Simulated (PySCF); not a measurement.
**Working out the ionisation energy of P²⁺**

P²⁺ [Ne] 3s2 3p1 (2P) → P³⁺ [Ne] 3s2 (1S). All numbers are calculated (PySCF 2.14, the spin-free X2C one-electron Hamiltonian (Gaussian nucleus), in aug-cc-pCVTZ-DK (8s7p5d3f, 75 functions)). Frozen: nothing. Energies in hartree (1 hartree = 27.21139 eV):

```
             part  P²⁺ (lower)  P³⁺ (upper)
              UHF  -340.464188  -339.377422
MP2 opposite-spin    -0.278085    -0.269353
    MP2 same-spin    -0.092757    -0.089233
```

Problem. What does Hartree-Fock give?

Solution. (-339.377422) − (-340.464188) = 1.086766 hartree = 29.572 eV.

Problem. What do MP2 and SCS-MP2 (6/5 opposite-spin, 1/3 same-spin) give?

Solution. The opposite-spin parts differ by 0.238 eV and the same-spin parts by 0.096 eV. MP2: 29.572 + (0.238) + (0.096) = 29.906 eV. SCS-MP2: 29.572 + 1.2 × (0.238) + (0.096)/3 = 29.890 eV.

A first-order spin-orbit estimate adds 0.041 eV to MP2 (all electrons), giving 29.947 eV against 30.203 eV (measured; NIST Atomic Spectra Database, ionization energies).

What remains against the reference includes basis incompleteness and correlation beyond second order.
